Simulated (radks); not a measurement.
Species: Pd15+. Configuration: [Ar] 3d10 4s2 4p1. All-electron calculation, scalar-relativistic Kohn-Sham, BLYP, spin-polarised, spherical densities, finite nucleus; open shells are filled with parallel spins first (spin-orbit coupling, left out, can overturn this in heavy ions); Fermi nuclear charge, rms radius 4.5318 fm. Program: a radial shooting solver on a logarithmic mesh with Libxc functionals. Some entries of the table are withheld. Estimate them.

| orbital | occ. | eigenvalue (eV) | <r^2> (bohr^2) | <r> (bohr) |
|---|---|---|---|---|
| 1s up | 1 | -24542.27 | 0.001371 | 0.03185 |
| 1s down | 1 | -24541.94 | 0.001371 | 0.03185 |
| 2s up | 1 | -3895.669 | 0.02252 | 0.1382 |
| 2s down | 1 | -3895.477 | 0.02252 | 0.1382 |
| 2p up | 3 | -3532.197 | 0.01773 | 0.1205 |
| 2p down | 3 | -3531.889 | 0.01773 | 0.1205 |
| 3s up | 1 | -987.7440 | 0.1618 | 0.3763 |
| 3s down | 1 | -987.3412 | 0.1617 | 0.3762 |
| 3p up | 3 | -867.9711 | 0.1627 | 0.3746 |
| 3p down | 3 | -867.5168 | 0.1626 | 0.3744 |
| 3d up | 5 | -678.8368 | 0.1461 | 0.3509 |
| 3d down | 5 | -678.3805 | 0.1458 | 0.3506 |
| 4s up | 1 | (1) | 0.7791 | 0.8336 |
| 4s down | 1 | (2) | 0.7784 | 0.8330 |
| 4p up | 1 | (3) | 0.8496 | 0.8682 |
| 4p down | 0 | (4) | 0.8501 | 0.8681 |
| 4d up | 0 | -291.7506 | 0.9689 | 0.9218 |
| 4d down | 0 | -288.9016 | 0.9723 | 0.9230 |
| 5s up | 0 | -212.8295 | 2.507 | (5) |
| 5s down | 0 | -211.8444 | 2.531 | (6) |

Answer. 
(1) 4s up eigenvalue (eV): -394.1852
(2) 4s down eigenvalue (eV): -391.2591
(3) 4p up eigenvalue (eV): -353.7875
(4) 4p down eigenvalue (eV): -350.8387
(5) 5s up <r> (bohr): 1.500
(6) 5s down <r> (bohr): 1.507
